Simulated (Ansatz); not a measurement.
Cost and result up the ladder for Si₃Ge₃ (6 atoms). The state is a singlet with charge 0. Geometry: PBE0-D4/def2-SVP.

```csv
atom,x (Å),y (Å),z (Å)
Si1,0.2795,-0.4432,0.5928
Si2,2.4540,0.2814,0.6594
Si3,-0.5468,0.9529,-1.4230
Ge4,-2.1458,-0.3575,-0.2137
Ge5,0.8829,2.0012,0.2063
Ge6,-0.9237,-2.4348,0.1781
```

Ansatz on 4 threads of Arm Neoverse V2 on a shared host. Times are rough, and most runs start from the orbitals of an earlier one. No level here is sound enough to serve as a yardstick. Binding counts from free atoms at the same level (Si triplet, Ge triplet; other spins of the atoms weren't run), without zero-point energy or a counterpoise term.

B3LYP takes the VWN-RPA correlation. Correlated methods freeze 42 core orbitals; core or outer-core shells of Ge are correlated, in sets that lack core-valence functions. The rows differ in basis, and correlated rows in double-zeta sets carry the largest basis error. Another isomer (singlet) lies 1.85 eV lower at PBE0-D4/def2-TZVP; other spin states weren't run for this one.

Correlated methods converge slowly with the basis, most of all in double-zeta sets.

| level | functions | wall time | binding energy per atom (eV) | remarks |
| --- | --- | --- | --- | --- |
| BLYP-D4/def2-TZVP | 255 | 4.9 s | 2.96 | restricted SCF unstable in HF |
| PBE-D4/def2-TZVP (with forces) | 255 | 5.5 s | 3.18 | restricted SCF unstable in HF |
| B3LYP-D4/def2-TZVP | 255 | 11 s | 2.87 | restricted SCF unstable in HF |
| r2SCAN-D4/def2-TZVP | 255 | 13 s | 3.06 | restricted SCF unstable in HF |
| PBE0-D4/def2-TZVP | 255 | 15 s | 3.01 | restricted SCF unstable in HF |
| CCSD(T)/def2-SVP | 150 | 35 s | 2.53 | large T1 (0.027), restricted SCF unstable |
